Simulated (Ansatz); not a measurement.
Mulliken charges of `[NH2][SnH]([OH])[CH]=O` from ωB97M-V/def2-TZVPP in Ansatz (PBE0-D4/def2-TZVP geometry).

```json
{"atom": "N1", "x (Å)": "0.053", "y (Å)": "-0.177", "z (Å)": "1.930", "charge (e)": "-0.508"}
{"atom": "Sn2", "x (Å)": "-0.554", "y (Å)": "0.312", "z (Å)": "0.070", "charge (e)": "0.900"}
{"atom": "O3", "x (Å)": "0.462", "y (Å)": "1.833", "z (Å)": "-0.653", "charge (e)": "-0.551"}
{"atom": "C4", "x (Å)": "0.094", "y (Å)": "-1.265", "z (Å)": "-1.334", "charge (e)": "-0.031"}
{"atom": "O5", "x (Å)": "0.818", "y (Å)": "-0.948", "z (Å)": "-2.237", "charge (e)": "-0.244"}
{"atom": "H6", "x (Å)": "1.055", "y (Å)": "-0.124", "z (Å)": "2.058", "charge (e)": "0.120"}
{"atom": "H7", "x (Å)": "-0.382", "y (Å)": "0.375", "z (Å)": "2.657", "charge (e)": "0.117"}
{"atom": "H8", "x (Å)": "-2.209", "y (Å)": "0.715", "z (Å)": "0.151", "charge (e)": "-0.084"}
{"atom": "H9", "x (Å)": "0.959", "y (Å)": "1.557", "z (Å)": "-1.430", "charge (e)": "0.182"}
{"atom": "H10", "x (Å)": "-0.213", "y (Å)": "-2.329", "z (Å)": "-1.210", "charge (e)": "0.099"}
```

Q: By hand: the dipole of these point charges (1 e Å = 4.8032 D).

A: Σ q r = (-0.562, -0.347, 0.195) e Å, of length 0.689 e Å = 3.31 D.

Q: How does the dipole of the full density compare? (Best estimate.)

A: The calculation gave: (-0.241, -0.269, 0.282) e Å, 2.20 D; the point charges give 1.50 times that, at 26° from its direction.

Point charges leave out the atoms' own dipoles, such as those of lone pairs, and Mulliken's split depends on the basis, so the two needn't agree.
